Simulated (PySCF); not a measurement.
Working with the constants of AsI

UHF-CCSD(T) constants of AsI, ³Σ⁻ (triplet), unpaired electrons π ↑↑ (basis As cc-pVDZ-PP with ECP10, I cc-pVDZ-PP with ECP28; scalar-relativistic core potentials; PySCF 2.14; masses 74.9216 and 126.9045 u):

| Quantity | Value |
| --- | --- |
| ωe | 241.6 cm⁻¹ |
| ωexe | 0.63 cm⁻¹ |
| Be | 0.055015 cm⁻¹ |
| αe | 0.000190 cm⁻¹ |
| D (centrifugal) | 1.14e-08 cm⁻¹ |
| De to As + I | 1.74 eV |

Question: Give the vibrational terms G(v) and spacings up to v = 6.

Answer: G(v) = ωe(v+½) − ωexe(v+½)².

```
v  G(v) (cm⁻¹)  G(v) − G(v−1)  Bv (cm⁻¹)
0        120.6                   0.05492
1        361.0          240.3    0.05473
2        600.1          239.1    0.05454
3        837.9          237.8    0.05435
4       1074.4          236.6    0.05416
5       1309.7          235.3    0.05397
6       1543.8          234.0    0.05378
```

Question: How well does the Morse estimate ωe²/(4ωexe) reproduce De, and what is D0?

Answer: It gives 2.87 eV, 165 % of the computed De. D0 = De − G(0) = 1.74 − 0.01 = 1.73 eV.

Correlated steps freeze 8 core orbitals. Correlated levels converge slowly with the basis: in double zeta they bind strong bonds too weakly, by up to about 1 eV, and carry superposition errors of some tenths. These are scalar-relativistic numbers at best; spin–orbit coupling would shift them, the dissociation energy most. The state was picked by a PBE0 search and need not be the measured ground state.
